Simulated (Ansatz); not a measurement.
Cs3H3⁻, relaxed as a doublet with UKS r2SCAN-D4/def2-TZVPD in Ansatz, starting from the GFN1-xTB geometry. Force threshold 0.02 eV/Å.

In the def2 sets Cs takes a core potential; there is no spin–orbit coupling. The highest occupied level of the charge -1 doublet lies above zero (up to 0.78 eV). The electron is either unbound and held by the finite basis, or the level is raised by self-interaction error. The gap within one spin of the charge -1 doublet nearly closes, so an electron or hole may be smeared out by delocalisation error. Another isomer (doublet) lies 0.54 eV lower at PBE0-D4/def2-TZVPD; other spin states weren't run for this one.

Start:

```xyz
6

Cs   -2.282   -0.091    0.895
Cs    0.671    2.212   -0.846
Cs    0.637   -1.880   -1.417
H    -0.677    2.060    1.583
H     2.500    0.147   -1.068
H    -0.848   -2.448    0.852
```

```tsv
step	energy (eV)	largest force component (eV/Å)	SCF passes
1	-1693.3748	0.381	17
2	-1693.5226	0.106	29
3	-1693.5896	0.042	29
4	-1693.5982	0.055	29
5	-1693.6066	0.038	27
6	-1693.6113	0.026	30
7	-1693.6144	0.010	30
8	-1693.6182	0.042	30
9	-1693.6211	0.021	30
10	-1693.6222	0.024	27
11	-1693.6225	0.012	29
```

Force components are those of the run's own axes.

End:

```tsv
atom	x (Å)	y (Å)	z (Å)
Cs1	-2.418	-0.216	1.681
Cs2	1.254	2.636	-0.456
Cs3	1.162	-2.410	-1.219
H4	-1.012	2.106	1.069
H5	2.115	0.192	-1.473
H6	-1.102	-2.307	0.397
```

By distances, no bond broke or formed. The bond that changes most is Cs1–H6, from 2.76 to 2.78 Å (atoms count from 1).

The force fell under the threshold at step 7, but the optimiser went on and released 0.008 eV more. No frequencies were taken in this run, so the end may be a saddle point.

Run time 58 s (4 threads of Arm Neoverse V2 on a shared host).
